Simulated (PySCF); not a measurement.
One molecule, many functionals

BrH5Si2.
InChI=1S/BrH5Si2/c1-3-2/h3H2,2H3

Linear-response calculations in the def2-SVPD basis (PySCF; singlets by full response, triplets Tamm–Dancoff, core orbitals frozen in the response; HF means time-dependent Hartree–Fock). 'Strongest' is the level of largest summed f among the singlets computed (10 roots, of which the last may lack a degenerate partner); it can jump between rows when another state enters that window. S1 is the lowest singlet of each run and needn't be the same state throughout; f(S1) is that of one state. Geometry: PBE0-D3(BJ)/def2-SVP; no solvent, vibrations or thermal averaging. Relativistic effects, spin–orbit coupling among them, are left out although an element past zinc is present.

| functional | kind | S1 (eV) | f(S1) | strongest (eV) | T1 (eV) | HOMO (eV) | gap (eV) | ionisation energy, ΔSCF (eV) |
| --- | --- | --- | --- | --- | --- | --- | --- | --- |
| LDA | LDA | 5.28 | 0.021 | 6.53 | 4.89 | -6.94 | 5.05 | 9.79 |
| PBE | GGA | 5.37 | 0.024 | 6.60 | 4.92 | -6.85 | 5.17 | 9.68 |
| B3LYP | global hybrid, 20% exact exchange | 5.74 | 0.029 | 7.09 | 5.26 | -7.79 | 6.75 | 9.95 |
| PBE0 | global hybrid, 25% exact exchange | 5.83 | 0.028 | 7.29 | 5.28 | -8.01 | 7.16 | 9.98 |
| BHandHLYP | global hybrid, 50% exact exchange | 6.23 | 0.033 | 7.81 | 5.65 | -9.05 | 9.09 | 10.13 |
| CAM-B3LYP | range-separated hybrid | 6.03 | 0.030 | 7.61 | 5.49 | -9.27 | 9.43 | 10.15 |
| wB97X-D | range-separated hybrid | 6.07 | 0.029 | 7.72 | 5.55 | -9.82 | 10.67 | 10.12 |
| LC-wPBE | range-separated hybrid | 6.34 | 0.030 | 8.15 | 5.65 | -10.59 | 11.83 | 10.37 |
| HF | Hartree–Fock | 6.93 | 0.043 | 8.66 | 6.03 | -10.70 | 12.79 | not settled |

S1 runs from 5.28 eV (LDA) to 6.93 eV (HF), a spread of 1.65 eV, while the orbital gap spreads over 7.7 eV. Along PBE (0%), B3LYP (20%), PBE0 (25%), BHandHLYP (50%), HF (100%) S1 rises with the share of exact exchange. −ε(HOMO) comes closest to its own ΔSCF ionisation energy with LC-wPBE (+0.22 eV) and misses most with LDA (-2.86 eV). 'Not settled' means that the ion's SCF failed to converge or may have ended in another state than the lowest.

Without π bonds the low states are Rydberg-like; a valence basis with one diffuse set may place them up to an eV too high.
